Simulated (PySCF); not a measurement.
Manganese: a sound run and one with changed settings

Sound run: Mn [Ar] 3d5 4s2, Mn⁺ [Ar] 3d5 4s1. All numbers are calculated (PySCF 2.14, no relativity, point nucleus, in cc-pVDZ (6s5p3d1f, 43 functions)). The sound run starts from symmetry-adapted Hartree-Fock orbitals and uses a fine grid where one is needed.

Changed run: initial guess sap, at most 5 SCF cycles. This setting is unsound on purpose.

```tsv
species	method	sound run (hartree)	changed run (hartree)	converged
Mn	UHF	-1149.86769	-1149.74984	no
Mn	M06-L	-1150.95497	-1150.95338	no
Mn	MN15	-1151.06038	-1151.00909	no
Mn⁺	UHF	-1149.64787	-1149.64785	no
Mn⁺	M06-L	-1150.67777	-1150.67777	no
Mn⁺	MN15	-1150.79118	-1150.79118	no
```

The SCF was stopped early; the energies are upper bounds that still move, and correlated levels were skipped or rest on poor orbitals.
